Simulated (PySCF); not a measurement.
C2H2, charge +1, doublet, at a GFN2-xTB geometry (a state made from the parent by changing its charge; the spin is typed, not shown lowest); R2SCAN/6-311G** in PySCF.

Here is a job for PySCF.
```python
from pyscf import gto, scf, dft

mol = gto.Mole()
mol.atom = '''
    C    -0.564234    0.088603   -0.223175
    C     0.586430   -0.102227    0.147197
    H    -1.630514    0.300239   -0.275456
    H     1.497337   -0.218495    0.731325
'''
mol.basis = '6-311g**'
mol.charge = 1
mol.spin = 1
mol.verbose = 4
mol.build()

mf = dft.UKS(mol)
mf.xc = 'r2scan'
mf.kernel()
```

What the program printed (banner, timings and long lists left out):

```
PySCF version 2.14.0

[INPUT] verbose = 4
[INPUT] num. atoms = 4
[INPUT] num. electrons = 13
[INPUT] charge = 1
[INPUT] spin (= nelec alpha-beta = 2S) = 1
[INPUT] symmetry False subgroup None
[INPUT] Mole.unit = angstrom
[INPUT] Symbol           X                Y                Z      unit          X                Y                Z       unit  Magmom
[INPUT]  1 C     -0.564234000000   0.088603000000  -0.223175000000 AA   -1.066247730168   0.167435403815  -0.421739627850 Bohr   0.0
[INPUT]  2 C      0.586430000000  -0.102227000000   0.147197000000 AA    1.108192091229  -0.193181032536   0.278162016358 Bohr   0.0
[INPUT]  3 H     -1.630514000000   0.300239000000  -0.275456000000 AA   -3.081224902269   0.567369481913  -0.520536399368 Bohr   0.0
[INPUT]  4 H      1.497337000000  -0.218495000000   0.731325000000 AA    2.829556846178  -0.412895709587   1.382003958048 Bohr   0.0

nuclear repulsion = 24.330698320728
number of shells = 24
number of NR pGTOs = 78
number of NR cGTOs = 48
basis = 6-311g**
ecp = {}

******** <class 'pyscf.dft.uks.UKS'> ********
method = UKS
initial guess = minao
damping factor = 0
level_shift factor = 0
DIIS = <class 'pyscf.scf.diis.CDIIS'>
diis_start_cycle = 1
diis_space = 8
diis_damp = 0
SCF conv_tol = 1e-09
SCF conv_tol_grad = None
SCF max_cycles = 50
direct_scf = True
direct_scf_tol = 1e-13
number electrons alpha = 7  beta = 6
XC library pyscf.dft.libxc version 7.1.2
    S. Lehtola, C. Steigemann, M. J. T. Oliveira, and M. A. L. Marques,  SoftwareX 7, 1–5 (2018)
XC functionals = r2scan
    J. W. Furness, A. D. Kaplan, J. Ning, J. P. Perdew, and J. Sun,  J. Phys. Chem. Lett. 11, 8208–8215 (2020)
    J. W. Furness, A. D. Kaplan, J. Ning, J. P. Perdew, and J. Sun,  J. Phys. Chem. Lett. 11, 9248–9248 (2020)
    J. W. Furness, A. D. Kaplan, J. Ning, J. P. Perdew, and J. Sun,  J. Phys. Chem. Lett. 11, 8208–8215 (2020)
    J. W. Furness, A. D. Kaplan, J. Ning, J. P. Perdew, and J. Sun,  J. Phys. Chem. Lett. 11, 9248–9248 (2020)
radial grids:
    Treutler-Ahlrichs [JCP 102, 346 (1995); DOI:10.1063/1.469408] (M4) radial grids

becke partition: Becke, JCP 88, 2547 (1988); DOI:10.1063/1.454033
pruning grids: <function nwchem_prune>
grids dens level: 3
symmetrized grids: False
atomic radii adjust function: <function treutler_atomic_radii_adjust>
small_rho_cutoff = 0
Set gradient conv threshold to 3.16228e-05
tot grids = 47856
init E= -77.3222521322527

cycle= 1 E= -76.8710158221099  delta_E= 0.451  |g|= 0.113  |ddm|= 1.12
cycle= 2 E= -76.8790499573394  delta_E= -0.00803  |g|= 0.0542  |ddm|= 0.158
cycle= 3 E= -76.8804696327947  delta_E= -0.00142  |g|= 0.0151  |ddm|= 0.0503
cycle= 4 E= -76.8806007829786  delta_E= -0.000131  |g|= 0.00324  |ddm|= 0.0139
cycle= 5 E= -76.880607835825  delta_E= -7.05e-06  |g|= 0.000622  |ddm|= 0.00356
cycle= 6 E= -76.8806083107564  delta_E= -4.75e-07  |g|= 0.000242  |ddm|= 0.00115
cycle= 7 E= -76.8806083445081  delta_E= -3.38e-08  |g|= 0.000129  |ddm|= 0.000255
cycle= 8 E= -76.8806083463646  delta_E= -1.86e-09  |g|= 0.000124  |ddm|= 0.000144
cycle= 9 E= -76.8806083553321  delta_E= -8.97e-09  |g|= 8.71e-06  |ddm|= 7.58e-05
cycle= 10 E= -76.8806083559466  delta_E= -6.15e-10  |g|= 7.98e-06  |ddm|= 3.79e-05
Extra cycle  E= -76.8806083564932  delta_E= -5.47e-10  |g|= 7.84e-06  |ddm|= 3.48e-05
converged SCF energy = -76.8806083564932  <S^2> = 0.75482362  2S+1 = 2.0048178
```
